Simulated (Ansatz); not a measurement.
Consider the isomerisation: `C1C[SiH2][SiH2]O1` → `C=C[SiH2]O[SiH3]`.

Calculated with Ansatz (gas phase, PBE0-D4/def2-TZVP geometries, no zero-point term in ΔE). CBS: MP2 limit from def2 TZ/QZ plus the TZ coupled-cluster correction, frozen cores. Functionals use def2-TZVPP. Each species was taken in one conformer, which may not be the lowest.

```csv
species,LC-ωPBE energy (Eh)
`C1C[SiH2][SiH2]O1`,-735.06745
`C=C[SiH2]O[SiH3]`,-735.09166
```

Question: Work out ΔE.

Answer: ΔE = (-735.09166) − (-735.06745) = -0.02421 Eh = -0.66 eV. CCSD(T)/CBS gives -1.03 eV.

Largest T1 diagnostic among the species: 0.013.

In def2-TZVPP, CCSD(T) changes the Hartree–Fock value by +0.46 eV (the triples alone add +0.05 eV) and MP2 by +0.44 eV. The D4 term adds +0.05 eV with B3LYP and +0.02 eV with PBE0; it sums over pairs of atoms, weighted by their polarisabilities, and B3LYP, whose exchange is more repulsive, gets the larger term.

B3LYP here is the variant with VWN-RPA as its local correlation; programs differ in this.
